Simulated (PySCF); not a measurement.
PySCF input file for Si(Br)(OH)(NH2)2 (BrH5N2OSi), SMILES N[Si](N)(O)Br, SMD-ωB97X/def2-SVP. The structure is a stationary point at PBE0-D3(BJ)/def2-SVP. This is a generated structure with no PubChem entry under its InChIKey; it may be hypothetical. The values are those of a single conformer.

```python
import numpy as np
from pyscf import gto, scf, dft
from pyscf.solvent import smd

mol = gto.M(
    atom='''
    N    -1.24908549    1.67019974    0.78106849
    Si   -0.12158608    0.40096220    0.74655946
    N     1.42177421    1.04623756    1.07738098
    O    -0.77273404   -0.74542762    1.75093990
    Br    0.19043253   -0.66342651   -1.22316853
    H    -1.05302312    2.54622409    0.31391177
    H    -2.23997749    1.47361195    0.84961109
    H     2.26215589    0.61234309    0.71774982
    H     1.58339924    1.57637871    1.92596819
    H    -0.54243638   -1.65374118    1.53515952
    ''',
    basis='def2-SVP',
    charge=0,
    spin=0,
    max_memory=1600,
    verbose=3,
)
mf = dft.RKS(mol, xc='wb97x').density_fit(auxbasis='def2-universal-jkfit')
mf.grids.level = 3
mf.conv_tol = 1e-9
mf.max_cycle = 100
mf.kernel()
res = {}
for name in ['water', 'cyclohexanone', 'chloroform']:
    s = mf.SMD()
    s.with_solvent.solvent, s.with_solvent.sasa_ng = name, 302
    s.kernel(mf.make_rdm1())
    res[name] = (s.e_tot, s.with_solvent.get_cds(), s.dip_moment(), s.mo_energy, s.converged)
    print(f'SMD {name}: dG(solv) = {(s.e_tot - mf.e_tot) * 627.509474:.3f} kcal/mol, of which CDS {res[name][1] * 627.509474:.3f}')
```

Program output:

```
converged SCF energy = -3050.98166753353
converged SCF energy = -3050.99398215649
Dipole moment(X, Y, Z, Debye):  0.77032,  1.04475,  1.17261
SMD water: dG(solv) = -7.728 kcal/mol, of which CDS 2.899
converged SCF energy = -3050.99337598519
Dipole moment(X, Y, Z, Debye):  0.67091,  1.09469,  1.27631
SMD cyclohexanone: dG(solv) = -7.347 kcal/mol, of which CDS -0.137
converged SCF energy = -3050.99259551152
Dipole moment(X, Y, Z, Debye):  0.65733,  1.03646,  1.21074
SMD chloroform: dG(solv) = -6.857 kcal/mol, of which CDS -0.509
```

The run converged.
